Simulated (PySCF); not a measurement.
CBrF2, SMILES F[C](F)Br (connectivity only; charge and spin as stated), charge +1, multiplicity 1.

The structure is a stationary point at B3LYP-D3(BJ)/def2-SVP. The spin state was assumed, not searched. The isomer is the one that the SMILES or the coordinates give; other isomers of the formula were not compared.

Two levels are set side by side: TDDFT-PBE/def2-SVPD (PySCF) and ADC(2)/aug-cc-pVDZ (PySCF). Vertical, same geometry; the bases differ. Differences are taken from unrounded values.

```csv
quantity,ADC(2),TDDFT-PBE,TDDFT-PBE minus ADC(2)
lowest singlet excitation (eV),4.62,3.95,-0.67
```

A lower first singlet is the usual sign of a functional without exact exchange. Differences between two approximate levels are no errors against the true value.

Rough cost on one machine, each run with all the roots and properties that it gave: ADC(2) against TDDFT-PBE about 20 times.
